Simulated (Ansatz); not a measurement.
Problem. Predict a relaxed structure of LiAg6⁺, charge 1, singlet, at r2SCAN-D4/def2-SVP (Ansatz).

Solution. 
Cartesian coordinates in Å:
```
Li 0.568 0.856 -0.975
Ag -0.890 1.884 1.174
Ag 1.626 0.707 1.605
Ag -0.478 -1.636 -1.677
Ag -0.516 -0.777 0.886
Ag -2.191 0.436 -0.855
Ag 1.881 -1.469 -0.157
```
Point group C5v (tolerance 0.1 Å). This is one stationary point.

In the def2 sets Ag takes a core potential; there is no spin–orbit coupling. The structure comes from a short search, and lower isomers may exist.
